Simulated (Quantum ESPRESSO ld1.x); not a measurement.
Q: Yb III, configuration [Xe] 4f11.5 5d1 6s1 6p0.5 (fractional occupations, a model configuration). Calculated with ld1.x of Quantum ESPRESSO 7.5: scalar-relativistic Kohn-Sham, LDA (Slater exchange, VWN5 correlation), spin-unpolarised, spherical densities, point nucleus. Some entries of the table are withheld. Estimate them.

orbital  occ.  eigenvalue (eV)  <r> (bohr)
1s          2         -61230.6     0.01967
2s          2         -10408.7     0.08339
2p          6              (1)     0.07417
3s          2         -2378.72      0.2170
3p          6         -2008.87      0.2164
3d         10         -1557.67      0.1962
4s          2         -500.175         (2)
4p          6              (3)         (4)
4d         10         -217.848      0.5554
5s          2         -85.6158       1.159
5p          6         -55.5686         (5)
4f       11.5         -40.9280      0.6874
5d          1         -21.3383       1.967
6s          1              (6)       2.901
6p        0.5         -13.9232       3.541

A: 
(1) 2p eigenvalue (eV): -9181.47
(2) 4s <r> (bohr): 0.4869
(3) 4p eigenvalue (eV): -378.305
(4) 4p <r> (bohr): 0.5165
(5) 5p <r> (bohr): 1.347
(6) 6s eigenvalue (eV): -19.8884
